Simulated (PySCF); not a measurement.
Task: Give a PBE0-D3(BJ)/def2-SVP geometry of `CCC[NH+]1CCC1`. (Charge +1.)

Result: 
Z-matrix in Å and degrees, rows numbered from 1:
```
C 
C   1  1.5215
C   2  1.5168  1  114.27
N   3  1.4852  2  111.78  1    60.08
C   4  1.5138  3  119.33  2    69.18
C   5  1.5329  4   90.12  3   136.35
C   4  1.5123  3  119.57  2   176.72
H   1  1.0987  2  110.55  3   176.37
H   1  1.1044  2  113.09  3   -65.29
H   1  1.1014  2  111.72  3    57.02
H   2  1.1013  1  109.86  3  -119.46
H   2  1.1036  1  110.78  3   124.50
H   3  1.1001  2  112.14  1   179.82
H   3  1.1019  2  111.55  1   -58.84
H   4  1.0262  3  107.84  2   -56.59
H   5  1.0984  4  108.85  3    20.17
H   5  1.0973  4  112.89  3  -101.83
H   6  1.0980  5  113.37  4   102.38
H   6  1.0965  5  116.12  4  -130.39
H   7  1.0983  4  108.81  3   -19.94
H   7  1.0975  4  112.75  3   101.98
```

The 4-membered ring N4–C5–C6–C7 has internal angles of 87.8° to 90.2° (sum 357°, against 360° for a flat polygon); it is puckered, 0.08 Å rms from its mean plane, widest ring torsion 12°. N4 (ammonium nitrogen) has angles from 89.2° to 119.6°. Of the pairs four or more bonds apart, H9···H15 is among the closest relative to their van der Waals radii: 2.14 Å, 89 % of the sum of Bondi's values. The C–N distances run from 1.485 Å (C3–N4, drawn single) to 1.514 Å (N4–C5, drawn single), a spread of 0.029 Å.

The calculation used PySCF 2.14.0, PBE0-D3(BJ)/def2-SVP geometry optimisation, gas phase.

Point group: C1 (no symmetry element, even within 0.4 Å). No PBE0-D3(BJ)/def2-SVP frequencies stand behind this structure, so it isn't proved a minimum. Torsions: C1–C2–C3–N4 60°, C2–C3–N4–C5 69°, C3–N4–C5–C6 136°, N4–C5–C6–C7 -12°, C5–C6–C7–N4 12°, C3–N4–C7–C6 -136°.

One conformer stands for the species.
